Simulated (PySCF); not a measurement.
Ga(F)(NH2)2 (FGaH4N2), SMILES [NH2][Ga]([NH2])[F]. Atoms are numbered in the order given.

```xyz
8

Ga     0.0000     0.0000    -0.0134
F      0.0000     0.0000     1.7439
N     -1.6205    -0.0497    -0.8008
H     -1.7616     0.1705    -1.7781
H     -2.4593     0.1070    -0.2560
N      1.6205     0.0497    -0.8008
H      1.7616    -0.1705    -1.7781
H      2.4593    -0.1070    -0.2560
```
Charge 0, spin multiplicity 1.

Geometry: PBE0-D3(BJ)/def2-SVP. The structure was generated by enumeration; whether it is a known compound was not checked. One conformer was computed; it need not be the lowest.

Computed with TDA-M06-2X/def2-SVPD run with PySCF.

Vertical excitations.  State labels are in the subgroup C2.

```
state  symmetry  energy (eV)  λ (nm)      f                                                                     main pairs
-----  --------  -----------  ------  -----  -----------------------------------------------------------------------------
S1            A         5.68     218  0.001                                                                 HOMO→LUMO 90 %
S2            B         6.46     192  0.129                                                               HOMO−1→LUMO 84 %
S3            B         7.43     167  0.146                                                               HOMO→LUMO+1 88 %
S4            A         7.44     167  0.000                                                               HOMO→LUMO+2 88 %
S5            B         7.89     157  0.020                        HOMO→LUMO+3 54 %, HOMO−1→LUMO+2 21 %, HOMO−1→LUMO+4 9 %
S6            A         8.07     154  0.007                       HOMO→LUMO+4 51 %, HOMO−1→LUMO+3 21 %, HOMO−1→LUMO+1 12 %
S7            A         8.17     152  0.032                                                             HOMO−1→LUMO+1 79 %
S8            B         8.18     152  0.002                         HOMO−1→LUMO+2 52 %, HOMO→LUMO+3 18 %, HOMO→LUMO+5 15 %
S9            A         8.58     144  0.000     HOMO→LUMO+7 34 %, HOMO→LUMO+10 30 %, HOMO−1→LUMO+5 11 %, HOMO−1→LUMO+3 6 %
S10           B         8.59     144  0.003  HOMO→LUMO+5 40 %, HOMO−1→LUMO+2 12 %, HOMO−1→LUMO+4 11 %, HOMO−1→LUMO+10 10 %
T1            A         5.37     231      0                                                                 HOMO→LUMO 83 %
T2            B         6.02     206      0                                                               HOMO−1→LUMO 74 %
T3            B         6.25     198      0                                                               HOMO→LUMO+1 92 %
T4            A         6.98     178      0                                                             HOMO−1→LUMO+1 91 %
```
Triplets are in the Tamm–Dancoff approximation.
